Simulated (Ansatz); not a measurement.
Ansatz (a quantum-chemistry and plane-wave program) job for germylmethylgermane (CH8Ge2), SMILES [GeH3][CH2][GeH3], PBE0-D3(BJ)/def2-SVP. 

Ansatz 0.2 input:
```yaml
crystal:
  periodic: [false, false, false]
  atoms:
    - {symbol: Ge, position_ang: [1.55692842, 0.49963818, -0.02704977]}
    - {symbol: C, position_ang: [0.23310837, -0.94498036, -0.16595486]}
    - {symbol: Ge, position_ang: [-1.60692477, -0.29698298, 0.06272890]}
    - {symbol: H, position_ang: [2.94729512, -0.03266474, -0.20529952]}
    - {symbol: H, position_ang: [1.33558004, 1.54591862, -1.07023349]}
    - {symbol: H, position_ang: [1.49679226, 1.17250195, 1.30540720]}
    - {symbol: H, position_ang: [0.44477947, -1.70287527, 0.58879961]}
    - {symbol: H, position_ang: [0.32824448, -1.42831998, -1.13884345]}
    - {symbol: H, position_ang: [-1.95340076, 0.73851937, -0.95697866]}
    - {symbol: H, position_ang: [-1.80943128, 0.31309357, 1.41129390]}
    - {symbol: H, position_ang: [-2.58862604, -1.42125787, -0.08014843]}
basis:
  gaussian:
    orbitals: def2-SVP
hamiltonian:
  xc: pbe0
  dispersion: d3bj
relax: {f_tol: 0.002, max_steps: 200}
```

Program output:

```
WARN ansatz: RAYON_NUM_THREADS=1 ignored (pool sized by the plan → 1); use --threads N
Functional definition: PBE0
integrals: 0.08 GiB planned
1284 factors; integrals over basis functions are off by at most 3.4e-4 eV
mean field: 0.69 GiB planned
mean field evaluation 1: about -114168.6722 eV, gradient 4.4e1 eV
mean field evaluation 2: about -114165.5726 eV, gradient 5.3e1 eV
mean field evaluation 4: about -114172.7116 eV, gradient 1.4e0 eV
mean field evaluation 8: about -114172.7237 eV, gradient 7.5e-3 eV
mean field -114172.72366236 eV, -4195.7702055400 hartree, gradient 5.0e-5 eV, S^2 0.000000; 0 other end points of the search recorded, 0 dependent functions left out
the calculation of the forces begins
reference -114172.72369444 eV, -4195.7702067190 hartree; 39, 39 occupied and 79, 79 virtual orbitals, 1284 factors
relax step   1: F+E_penalty+E_count = -114172.92079466 eV  Δ(F+E_penalty+E_count) = +0.000e0 eV  max|allowed force component| = 8.362e-1 eV/Å  Δτ_max = 0.0000 Å  (22 SCF iters, accepted)
these checks for a lower state are left out or cut short: starts, cluster_reference, orbital_swaps, neighbouring_geometries, increment
integrals: 0.08 GiB planned
1284 factors; integrals over basis functions are off by at most 3.5e-4 eV
mean field: 0.69 GiB planned
mean field evaluation 16: about -114172.8505 eV, gradient 8.6e-2 eV
mean field -114172.85047938 eV, -4195.7748659798 hartree, gradient 5.3e-5 eV, S^2 0.000000; 0 other end points of the search recorded, 0 dependent functions left out
the calculation of the forces begins
reference -114172.85051153 eV, -4195.7748671610 hartree; 39, 39 occupied and 79, 79 virtual orbitals, 1284 factors
relax step   2: F+E_penalty+E_count = -114173.04724057 eV  Δ(F+E_penalty+E_count) = -1.264e-1 eV  max|allowed force component| = 2.722e-1 eV/Å  Δτ_max = 0.0590 Å  (23 SCF iters, accepted)
these checks for a lower state are left out or cut short: starts, cluster_reference, orbital_swaps, neighbouring_geometries, increment
integrals: 0.08 GiB planned
1284 factors; integrals over basis functions are off by at most 3.5e-4 eV
mean field: 0.69 GiB planned
mean field -114172.85681557 eV, -4195.7750988302 hartree, gradient 4.8e-5 eV, S^2 0.000000; 0 other end points of the search recorded, 0 dependent functions left out
the calculation of the forces begins
reference -114172.85684773 eV, -4195.7751000120 hartree; 39, 39 occupied and 79, 79 virtual orbitals, 1284 factors
relax step   3: F+E_penalty+E_count = -114173.05346660 eV  Δ(F+E_penalty+E_count) = -6.226e-3 eV  max|allowed force component| = 8.351e-2 eV/Å  Δτ_max = 0.0189 Å  (24 SCF iters, accepted)
these checks for a lower state are left out or cut short: starts, cluster_reference, orbital_swaps, neighbouring_geometries, increment
integrals: 0.08 GiB planned
1284 factors; integrals over basis functions are off by at most 3.5e-4 eV
mean field: 0.69 GiB planned
mean field -114172.85762392 eV, -4195.7751285366 hartree, gradient 2.0e-5 eV, S^2 0.000000; 0 other end points of the search recorded, 0 dependent functions left out
the calculation of the forces begins
reference -114172.85765610 eV, -4195.7751297191 hartree; 39, 39 occupied and 79, 79 virtual orbitals, 1284 factors
relax step   4: F+E_penalty+E_count = -114173.05408262 eV  Δ(F+E_penalty+E_count) = -6.160e-4 eV  max|allowed force component| = 2.480e-2 eV/Å  Δτ_max = 0.0077 Å  (21 SCF iters, accepted)
these checks for a lower state are left out or cut short: starts, cluster_reference, orbital_swaps, neighbouring_geometries, increment
integrals: 0.08 GiB planned
1284 factors; integrals over basis functions are off by at most 3.5e-4 eV
mean field: 0.69 GiB planned
mean field evaluation 32: about -114172.8579 eV, gradient 3.4e-4 eV
mean field -114172.85785841 eV, -4195.7751371541 hartree, gradient 2.2e-5 eV, S^2 0.000000; 0 other end points of the search recorded, 0 dependent functions left out
the calculation of the forces begins
reference -114172.85789059 eV, -4195.7751383365 hartree; 39, 39 occupied and 79, 79 virtual orbitals, 1284 factors
relax step   5: F+E_penalty+E_count = -114173.05417209 eV  Δ(F+E_penalty+E_count) = -8.947e-5 eV  max|allowed force component| = 1.031e-2 eV/Å  Δτ_max = 0.0108 Å  (21 SCF iters, accepted)
these checks for a lower state are left out or cut short: starts, cluster_reference, orbital_swaps, neighbouring_geometries, increment
integrals: 0.08 GiB planned
1284 factors; integrals over basis functions are off by at most 3.5e-4 eV
mean field: 0.69 GiB planned
mean field -114172.85787978 eV, -4195.7751379392 hartree, gradient 6.1e-5 eV, S^2 0.000000; 0 other end points of the search recorded, 0 dependent functions left out
the calculation of the forces begins
reference -114172.85791195 eV, -4195.7751391216 hartree; 39, 39 occupied and 79, 79 virtual orbitals, 1284 factors
relax step   6: F+E_penalty+E_count = -114173.05418995 eV  Δ(F+E_penalty+E_count) = -1.786e-5 eV  max|allowed force component| = 2.459e-3 eV/Å  Δτ_max = 0.0046 Å  (19 SCF iters, accepted)
these checks for a lower state are left out or cut short: starts, cluster_reference, orbital_swaps, neighbouring_geometries, increment
integrals: 0.08 GiB planned
1284 factors; integrals over basis functions are off by at most 3.5e-4 eV
mean field: 0.69 GiB planned
mean field -114172.85789458 eV, -4195.7751384833 hartree, gradient 4.6e-5 eV, S^2 0.000000; 0 other end points of the search recorded, 0 dependent functions left out
the calculation of the forces begins
reference -114172.85792676 eV, -4195.7751396656 hartree; 39, 39 occupied and 79, 79 virtual orbitals, 1284 factors
relax step   7: F+E_penalty+E_count = -114173.05419460 eV  Δ(F+E_penalty+E_count) = -4.654e-6 eV  max|allowed force component| = 1.735e-3 eV/Å  Δτ_max = 0.0042 Å  (18 SCF iters, accepted)
these checks for a lower state are left out or cut short: starts, cluster_reference, orbital_swaps, neighbouring_geometries, increment
integrals: 0.08 GiB planned
1284 factors; integrals over basis functions are off by at most 3.5e-4 eV
mean field: 0.69 GiB planned
mean field -114172.85789576 eV, -4195.7751385264 hartree, gradient 2.6e-5 eV, S^2 0.000000; 0 other end points of the search recorded, 0 dependent functions left out
the calculation of the forces begins
reference -114172.85792793 eV, -4195.7751397088 hartree; 39, 39 occupied and 79, 79 virtual orbitals, 1284 factors
relax step   8: F+E_penalty+E_count = -114173.05419666 eV  Δ(F+E_penalty+E_count) = -2.055e-6 eV  max|allowed force component| = 1.754e-3 eV/Å  Δτ_max = 0.0027 Å  (17 SCF iters, accepted)
these checks for a lower state are left out or cut short: starts, cluster_reference, orbital_swaps, neighbouring_geometries, increment
integrals: 0.08 GiB planned
1284 factors; integrals over basis functions are off by at most 3.5e-4 eV
mean field: 0.69 GiB planned
mean field -114172.85789285 eV, -4195.7751384195 hartree, gradient 2.6e-5 eV, S^2 0.000000; 0 other end points of the search recorded, 0 dependent functions left out
the calculation of the forces begins
reference -114172.85792502 eV, -4195.7751396019 hartree; 39, 39 occupied and 79, 79 virtual orbitals, 1284 factors
relax step   9: F+E_penalty+E_count = -114173.05419866 eV  Δ(F+E_penalty+E_count) = -1.999e-6 eV  max|allowed force component| = 1.551e-3 eV/Å  Δτ_max = 0.0059 Å  (19 SCF iters, accepted)
these checks for a lower state are left out or cut short: starts, cluster_reference, orbital_swaps, neighbouring_geometries, increment
integrals: 0.08 GiB planned
1284 factors; integrals over basis functions are off by at most 3.5e-4 eV
mean field: 0.69 GiB planned
mean field -114172.85788093 eV, -4195.7751379814 hartree, gradient 2.4e-5 eV, S^2 0.000000; 0 other end points of the search recorded, 0 dependent functions left out
the calculation of the forces begins
reference -114172.85791310 eV, -4195.7751391638 hartree; 39, 39 occupied and 79, 79 virtual orbitals, 1284 factors
relax step  10: F+E_penalty+E_count = -114173.05419862 eV  Δ(F+E_penalty+E_count) = +3.864e-8 eV  max|allowed force component| = 1.654e-3 eV/Å  Δτ_max = 0.0026 Å  (18 SCF iters, accepted)
integrals: 0.08 GiB planned
1284 factors; integrals over basis functions are off by at most 3.5e-4 eV
mean field: 0.69 GiB planned
mean field evaluation 64: about -114172.8488 eV, gradient 3.8e-1 eV
mean field -114172.85788093 eV, -4195.7751379814 hartree, gradient 2.4e-5 eV, S^2 0.000000; 1 other end points of the search recorded, 0 dependent functions left out
the calculation of the forces begins
reference -114172.85791310 eV, -4195.7751391638 hartree; 39, 39 occupied and 79, 79 virtual orbitals, 1284 factors
Total energy: -114173.05423079 eV, -4195.7823537059 hartree
Atom 0 at     1.570411     0.497871    -0.023642 Å, force    -0.000022    -0.001482    -0.001654 eV/Å
Atom 1 at     0.226158    -0.916627    -0.166468 Å, force    -0.000033     0.000153     0.000726 eV/Å
Atom 2 at    -1.618163    -0.304068     0.060406 Å, force     0.000338    -0.001649     0.000093 eV/Å
Atom 3 at     2.985793    -0.082559    -0.213971 Å, force     0.000151     0.000019     0.000572 eV/Å
Atom 4 at     1.322029     1.569283    -1.102941 Å, force    -0.000170     0.000971     0.000924 eV/Å
Atom 5 at     1.486824     1.163946     1.363396 Å, force     0.000251     0.000456    -0.000597 eV/Å
Atom 6 at     0.439529    -1.685298     0.593002 Å, force    -0.000249    -0.000005     0.000304 eV/Å
Atom 7 at     0.320777    -1.396356    -1.153422 Å, force     0.000127     0.000250    -0.000192 eV/Å
Atom 8 at    -1.959841     0.744102    -1.016217 Å, force    -0.000136     0.000368     0.000833 eV/Å
Atom 9 at    -1.790747     0.339359     1.449920 Å, force    -0.000231     0.000823    -0.000596 eV/Å
Atom 10 at    -2.598423    -1.487065    -0.066342 Å, force    -0.000025     0.000096    -0.000413 eV/Å
Dipole moment:     0.036189    -0.146484    -0.026632 e Å
```

The calculation finished and met its thresholds.
